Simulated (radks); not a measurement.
Ionisation of the rubidium ion Rb2+, [Ar] 3d10 4s2 4p5, to [Ar] 3d10 4s2 4p4 as the strength of local exchange is varied. Calculated with a radial shooting solver on a logarithmic mesh with Libxc functionals: Dirac Kohn-Sham, Slater X-alpha exchange (alpha = 2/3 is LDA exchange), no correlation, spin-unpolarised, spherical densities, point nucleus; open shells are shared between the two j in proportion to 2j + 1.

alpha  E(Rb2+) (hartree)  exchange (hartree)  IE (eV)  -e of the level emptied (eV)  <r> of it (bohr)
0.606        -2964.96572           -84.58410   37.732                31.037 (4p3/2)             1.671
0.667        -2973.49135           -93.34744   38.823                32.072 (4p3/2)             1.655
0.785        -2990.04820          -110.42846   40.977                34.121 (4p3/2)             1.625
0.881        -3003.58100          -124.45023   42.771                35.833 (4p3/2)             1.601
0.981        -3017.73758          -139.17573   44.679                37.658 (4p3/2)             1.578

NIST Atomic Spectra Database: 39.247 eV (semi-empirical). The Delta-SCF value meets it near alpha = 0.69. Spin polarisation and multiplet splitting are left out, so open shells lie too high by an amount that depends on their filling. Sharing an open shell by 2j + 1 raises it above the true ground level by a part of the spin-orbit splitting, which enters the differences from NIST.

Beside tabulated values, note that spin-unpolarised runs miss the spin-polarisation part of the exchange energy of open shells.
